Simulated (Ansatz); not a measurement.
`[O]=[Ti]([Cl])[Cl]`, relaxed with RKS PBE0-D4/def2-TZVP in Ansatz 0.2.0 from a GFN2-xTB geometry. The force threshold is 0.005 eV/Å; the program also tests the step.

The species carries charge 0 and has multiplicity 1.

Start:

```xyz
4

O     0.073    1.467    0.658
Ti   -0.408   -0.030    0.434
Cl    1.350   -1.258    0.527
Cl   -1.015   -0.179   -1.619
```

Problem. How much energy does the relaxation release, and in how many steps? (Estimate.)

Solution. The calculation gave: 30.67 kJ/mol, in 7 steps.

Problem. Which bonds change most? (Estimate.)

Solution. Ansatz gave: Ti2–Cl4 from 2.146 to 2.218 Å; Ti2–Cl3 from 2.146 to 2.218 Å; O1–Ti2 from 1.589 to 1.581 Å.

Problem. Give the relaxed structure. (Estimate.)

Solution. The calculation gave: 
```xyz
4

O    -0.084    1.449    0.821
Ti   -0.004    0.075    0.042
Cl    1.446   -1.402    0.841
Cl   -1.359   -0.122   -1.704
```
